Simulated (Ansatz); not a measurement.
`NB(O)CF`, relaxed with RKS PBE-D4/def2-SVP in Ansatz from a rough embedded geometry. The force threshold is 0.03 eV/Å; the program also tests the step.

Charge 0, multiplicity 1.

Start:

```xyz
10

N    -1.151   -0.159   -1.114
B    -0.392    0.302    0.079
O    -0.913    1.446    0.776
C     0.917   -0.446    0.682
F     1.229   -1.504   -0.213
H    -0.423   -0.186   -1.949
H    -1.375   -1.194   -0.968
H    -0.464    2.216    0.431
H     0.790   -0.783    1.652
H     1.782    0.308    0.625
```

Task: How much energy does the relaxation release, and in how many steps? (Estimate.)

Result: Ansatz gave: 173.18 kJ/mol, in 11 steps.

Task: Which bonds change most? (An estimate is asked.)

Result: Computed: N1–H6 from 1.108 to 1.019 Å; C4–H9 from 1.035 to 1.115 Å; N1–B2 from 1.488 to 1.410 Å; B2–O3 from 1.437 to 1.380 Å.

Task: Give the relaxed structure. (Estimate.)

Result: The calculation gave: 
```xyz
10

N    -0.841   -0.167   -1.084
B    -0.166    0.363    0.035
O    -0.373    1.613    0.583
C     0.934   -0.552    0.741
F     1.060   -1.788    0.088
H    -1.560    0.295   -1.637
H    -0.600   -1.109   -1.397
H    -1.054    2.128    0.118
H     0.673   -0.736    1.809
H     1.928   -0.047    0.746
```
